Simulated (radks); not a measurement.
Problem. The vanadium ion V13+, [Ne]. All-electron calculation, non-relativistic Kohn-Sham, exchange-only PBE, spin-polarised, spherical densities, point nucleus. Program: a radial shooting solver on a logarithmic mesh with Libxc functionals. Every spin shell is full or empty, so the densities are truly spherical. Functionals are evaluated on that one density, not self-consistently. Rank these exchange functionals by their error against the exact value of the orbitals, and give that value: LDA, PBEsol, OPTX, APBE, r2SCAN, MS2, Tao-Mo, TASK.

Solution. Exact: -34.9620 hartree. From best to worst, with 100 (|E| - |E exact|)/|E exact| (equal figures are ties): r2SCAN -0.01, OPTX -0.04, MS2 -0.16, APBE +0.18, Tao-Mo -0.48, TASK -2.29, PBEsol -3.81, LDA -8.33.
